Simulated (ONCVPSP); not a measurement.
Se (Z = 34): one change to an ONCV potential, before and after

ONCVPSP 4.0.1 input, shortened (lines: element, Z, core and valence counts, functional; n l f; lmax; l rc ep ncon nbas qcut; lloc lpopt rc5 dvloc0; l nproj debl; icmod fcfact rcfact), LDA (Perdew-Wang 92), fully relativistic:

```
  Se 34.00    3    5  -001012      upf
    1    0    2.00
    2    0    2.00
    2    1    6.00
    3    0    2.00
    3    1    6.00
    3    2   10.00
    4    0    2.00
    4    1    4.00
    2
    0    1.15    0.00    3    7    9.40
    1    1.05    0.00    4    8   13.30
    2    1.00    0.00    4    8   17.50
    4    5    0.85    0.00
    0    3    3.00
    1    2    2.50
    2    2    3.00
    1    0.35    0.00
```

Open shells are filled in proportion to 2j + 1.

All-electron outer shells of the reference configuration (LDA (PZ), scalar-relativistic, ld1.x):

```tsv
shell	level (eV)	outermost node (bohr)	outermost maximum (bohr)
2s	-1604.72	0.06	0.17
2p	-1412.93	–	0.13
3s	-212.67	0.24	0.50
3p	-152.70	0.21	0.50
3d	-53.39	–	0.45
4s	-17.49	0.70	1.51
4p	-6.66	0.74	1.80
```

Change: all radii but the core radius scaled by about 0.94 (s 1.08, p 0.98, d 0.94 bohr); local potential polynomial inside 0.80 bohr (lpopt 5, dvloc0 0 Ha).

Cutoffs: the cutoffs (Ha) at which the residual kinetic energy of the hardest occupied pseudo-wave falls to 1 and 0.1 mHa per electron; they do not see the model core or the augmentation charge, which bear on the density cutoff. Errors are all-electron minus pseudo energies relative to the spin-unpolarised reference configuration.

Predict the effect on cutoff, ghosts and configuration errors.

The potential gets neither clearly harder nor softer (116 Ha and 129 Ha → 123 Ha and 136 Ha); of the 4 tests that both files solve, the error grows in 3 and shrinks in 1 by more than 15 % and 0.3 meV (median size 0.9 → 4.5 meV); neither file shows a bound ghost.

| quantity | base | changed |
| --- | --- | --- |
| cutoff, loose | 116 Ha | 123 Ha |
| cutoff, tight | 129 Ha | 136 Ha |
| loose cutoff by channel | s 27 Ha, p 66 Ha, d 116 Ha | s 26 Ha, p 68 Ha, d 123 Ha |
| bound ghosts | none | none |
| GHOST(+) flags under 300 eV | none | none |
| error for 3s2 3p6 3d10 4s2 4p3, meV [ΔE 11.01 eV] | 0.0 | +1.2 |
| error for 3s2 3p6 3d10 4s2 4p2, meV [ΔE 31.57 eV] | +0.4 | +3.0 |
| error for 3s2 3p6 3d10 4s2 4p1, meV [ΔE 62.73 eV] | +1.4 | +5.9 |
| error for 3s2 3p6 3d9 4s2 4p5, meV [ΔE 51.79 eV] | +173 | +140 |
| rms error of d²Exc/dni dnj with the model core, mHa | 5.86 | 5.89 |
